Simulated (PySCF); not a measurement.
# Computed data sheet: `CP(C#C[P@@H](C#C)=O)CC`

C7H10OP2.
SMILES with atom numbers: `[CH:1]#[C:2][P@@H:3](=[O:4])[C:5]#[C:6][P:7]([CH3:8])[CH2:9][CH3:10]` (hydrogens: H11 on C1; H12 on P3; H13, H14, H15 on C8; H16, H17 on C9; H18, H19, H20 on C10)

Among its groups: alkyne, phosphine, phosphine oxide and P=O bond.

GFN2-xTB geometry:

| Property | Result |
| --- | --- |
| Point group of the GFN2-xTB geometry | C1 |
| Rotational constants A, B, C of the GFN2-xTB geometry | 1.480, 0.480, 0.387 GHz |

From PBE0/pcSseg-1 ground state and GIAO shieldings, non-relativistic (PySCF):

| Quantity | Value |
| --- | --- |
| Dipole moment | 4.10 D |
| HOMO energy | -7.21 eV |
| LUMO energy | -1.33 eV |
| HOMO–LUMO gap | 5.88 eV |
| Lowest Hirshfeld atomic charge | -0.38 e on O4 |
| Highest Hirshfeld atomic charge | +0.43 e on P3 |
| 13C chemical shifts (computed TMS as zero) by class | 118.4 (C6), 105.4 (C5), 95.7 (C1), 84.1 (C2), 31.3 (C9), 16.4 (C8), 13.1 (C10) ppm |
| 1H chemical shifts (computed TMS as zero) by class | 7.83 (H12), 2.35 (H11), 1.93 (H16), 1.59 (H17), 1.43 (H13/H14/H15), 1.32 (H18/H19/H20) ppm |
| Isotropic shieldings of nuclei other than C and H, by class | 238 (O4), 396 (P3), 400 (P7) ppm |
| Mayer bond orders between heavy atoms | C1–C2 2.64, C2–P3 0.79, P3–O4 1.98, P3–C5 0.80, C5–C6 2.94, C6–P7 0.83, P7–C8 0.99, P7–C9 0.96, C9–C10 1.05 |

Monoisotopic mass from the formula: 172.0207 u.

The dipole equals about 13.7 × 10⁻³⁰ C·m (1 D = 3.33564 × 10⁻³⁰ C·m). With B = h/(8π²I), that is 505.379 GHz u Å² over I, the principal moments of inertia are 341.5, 1053.9 and 1304.7 u Å² (most abundant isotopes); the inertial defect Ic − Ia − Ib is -90.7 u Å² (zero for a rigid planar frame, negative otherwise). A dipole of 4.10 D is allowed in C1, and pure rotational transitions are dipole-allowed. The rotational constants make it an asymmetric top with κ = (2B − A − C)/(A − C) = -0.83, nearer the prolate limit (−1).

One conformer (not necessarily the lowest) at the GFN2-xTB geometry, without solvent or vibrations. NMR classes are plain means over equivalent atoms (diastereotopic ones count apart unless rotation or inversion swaps them), as if these changed places fast; in this geometry the members of some classes differ.

Conformer computed: `[CH:1]#[C:2][P@@H:3](=[O:4])[C:5]#[C:6][P:7]([CH3:8])[CH2:9][CH3:10]`: C6–P7–C9–C10 72°.
